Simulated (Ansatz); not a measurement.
Isolated molecules relaxed with PBE0-D4/def2-TZVP in Ansatz; ΔE leaves out vibrations. CCSD(T)/CBS is the MP2 limit (def2-TZVPP, def2-QZVPP) plus CCSD(T) − MP2 in def2-TZVPP, frozen cores. This one scheme is used for every species. Open shells (•) are unrestricted, without spin–orbit coupling. def2 core potentials past Kr. For Sn outer-core shells are correlated without core-valence functions, which leaves a few kJ/mol of doubt a bond.

`[F][SnH]([F])[SiH3]` + `[OH]`• → `[F][Sn]([F])[SiH3]`• + H₂O  (hydrogen abstraction from the Sn–H bond)

```csv
species,SCS-MP2/def2-QZVPP energy (Eh)
`[F][SnH]([F])[SiH3]`,-704.84411
`[OH]`•,-75.64519
`[F][Sn]([F])[SiH3]`•,-704.22407
H₂O,-76.34808
```

(1) Work out ΔE.

(2) What do rigid-rotor, harmonic-oscillator terms from PBE0-D4/def2-TZVP frequencies (298.15 K, 1 bar) make of the CCSD(T)/CBS value? (An estimate is asked.)

Largest T1 diagnostic among the species: 0.018.

## Answers

(1) ΔE = (-704.22407) + (-76.34808) − (-704.84411) − (-75.64519) = -0.08285 Eh = -52.0 kcal/mol. CCSD(T)/CBS gives -51.3 kcal/mol.

(2) The calculation gave: ΔZPE = +3.2 kcal/mol, ΔH = -47.9 kcal/mol, ΔS = 14 J/(mol·K), ΔG = -48.8 kcal/mol. Open shells count their whole term as degenerate.

In def2-TZVPP, CCSD(T) changes the Hartree–Fock value by −18.1 kcal/mol (the triples alone add −1.6 kcal/mol) and MP2 by −24.0 kcal/mol. At CCSD(T), def2-SVP lies +7.7 kcal/mol from the extrapolated value and def2-TZVPP +2.9 kcal/mol. From r2SCAN to r2SCAN0 (25 % exact exchange), in def2-TZVPP and without D4, ΔE moves by +3.6 kcal/mol.
